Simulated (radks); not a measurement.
The numbers below are computed, except where a source is named.
All-electron atom: Mo in [Kr] 4d5 5s1. Code: a radial shooting solver on a logarithmic mesh with Libxc functionals. Model: scalar-relativistic Kohn-Sham, r2SCAN, spin-polarised, spherical densities, finite nucleus; open shells are filled with parallel spins first (spin-orbit coupling, left out, can overturn this in heavy ions); meta-GGA in the generalised Kohn-Sham scheme; Fermi nuclear charge, rms radius 4.4091 fm.

Local quantities along the radius. ELF = 1/(1 + alpha^2) is the electron localisation function; alpha = (tau - tau_W)/tau_unif compares the Pauli kinetic energy density with that of the uniform gas (summed over spins); s = |grad rho|/(2 (3 pi^2)^(1/3) rho^(4/3)) is the reduced gradient; r v_xc is r times the local exchange-correlation potential of spin up (hartree bohr, multiplicative part alone); 4 pi r^2 rho is in e/bohr. tau is taken from the large components.

r (bohr),ELF,alpha,s,r v_xc,4 pi r^2 rho
0.002198,1.000,0.02211,0.5422,-0.1328,3.364
0.002955,0.999,0.02347,0.5101,-0.1615,5.546
0.004005,0.999,0.02602,0.4915,-0.1996,9.056
0.005428,0.999,0.03041,0.4860,-0.2476,14.33
0.007356,0.999,0.03800,0.4934,-0.3064,21.75
0.00997,0.997,0.05173,0.5149,-0.3758,31.18
0.0134,0.994,0.07771,0.5521,-0.4519,41.17
0.01817,0.982,0.1356,0.6100,-0.5372,49.71
0.02462,0.928,0.2780,0.6852,-0.6283,53.15
0.03337,0.707,0.6437,0.7411,-0.6485,50.21
0.04522,0.368,1.310,0.6509,-0.5696,45.36
0.06129,0.341,1.389,0.3839,-0.6959,47.58
0.0824,0.609,0.8006,0.2878,-0.9242,58.72
0.1117,0.772,0.5437,0.4016,-1.048,65.72
0.1513,0.614,0.7936,0.5623,-1.047,54.89
0.2051,0.285,1.583,0.4449,-0.9794,41.33
0.278,0.514,0.9728,0.2055,-1.251,45.92
0.3737,0.771,0.5455,0.3609,-1.428,49.08
0.5065,0.658,0.7207,0.6718,-1.306,30.90
0.6865,0.198,2.013,0.7245,-0.9433,13.63
0.9303,0.517,0.9672,0.3029,-1.240,11.48
1.261,0.767,0.5517,0.5238,-1.345,10.15
1.695,0.589,0.8347,0.8223,-1.266,5.573
2.297,0.394,1.241,1.013,-1.088,2.385
3.114,0.392,1.245,1.201,-0.9512,1.058
4.22,0.364,1.321,1.898,-0.7586,0.3918
5.719,0.181,2.124,3.882,-0.2346,0.08584
7.689,0.028,5.907,9.865,-0.1988,0.009366
10.42,0.001,33.65,34.71,-0.07424,0.0003694

On this mesh the ELF has minima near r = 0.053, 0.21, 0.69 bohr, which separate the shells, and maxima near 0.11 (0.77), 0.37 (0.77), 1.3 (0.77), 3.6 (0.40).
